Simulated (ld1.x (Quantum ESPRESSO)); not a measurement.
Which change was made? (Tm, RRKJ)

thulium, norm-conserving RRKJ (Kleinman–Bylander form), made with ld1.x (Quantum ESPRESSO) 7.5 (LDA (PZ), scalar-relativistic). Core [Kr] 4d10 4f13, reference 5s2 5p6 5d0.5 6s1.5 6p0. Waves: 5p (bound): rc 2.45 bohr; 5d (bound): rc 3.40 bohr; 5s (bound): rc 2.15 bohr. Local part: the s channel. Core correction: none. rho0 = 0.01.

Occupied shells without a wave of their own: 6s. They enter only through the test configuration that unscreens the potential.

Cutoffs, loose and tight: the cutoffs (Ry, on a coarse ladder) from which the occupation-weighted sum of valence levels, in a spherical-Bessel basis at the reference potential, stays within 10 and 1 mRy of its value at 400 Ry. They do not see the model core or the augmentation charge, which bear on the density cutoff. Test errors are all-electron minus pseudo excitation energies from the reference, over the configurations 5s2 5p6 5d0 6s2 6p0; 5s2 5p6 5d0 6s1 6p0; 5s2 5p6 5d0 6s0 6p0; 5s1 5p6 5d0 6s2 6p0; 5s2 5p5 5d0 6s2 6p0; 5s2 5p6 5d0 6s0 6p2; 5s2 5p6 5d1 6s0 6p0 (two spin-polarised tests are not counted in the largest error); variants that change the core or the reference have their own tests.

The base gives: outcome: generated, misses its reference levels by 1.35 eV; bound ghosts: none; largest test error (meV): -3827.

Question: After one change the result is: outcome: generated, misses its reference levels by 0.26 eV; cutoff, loose: 21 Ry; cutoff, tight: 40 Ry; bound ghosts: none; largest test error (meV): -793. Which change was it?
A. functional Wu–Cohen
B. reference 5s2 5p6 5d0 6s2 6p0
C. all radii scaled by about 0.78 (s 1.68, p 1.92, d 2.66 bohr)
D. type TM; local potential all-electron potential smoothed inside 1.80 bohr (lloc = -1); rho0 0

Answer: D. The others give: reference 5s2 5p6 5d0 6s2 6p0 → outcome: generated, misses its reference levels by 1.31 eV; bound ghosts: none; largest test error (meV): -5119 | functional Wu–Cohen → outcome: generated, misses its reference levels by 1.30 eV; bound ghosts: none; largest test error (meV): -3743 | all radii scaled by about 0.78 (s 1.68, p 1.92, d 2.66 bohr) → outcome: generated, misses its reference levels by 0.30 eV; cutoff, loose: 50 Ry; cutoff, tight: 80 Ry; bound ghosts: none; largest test error (meV): -910.
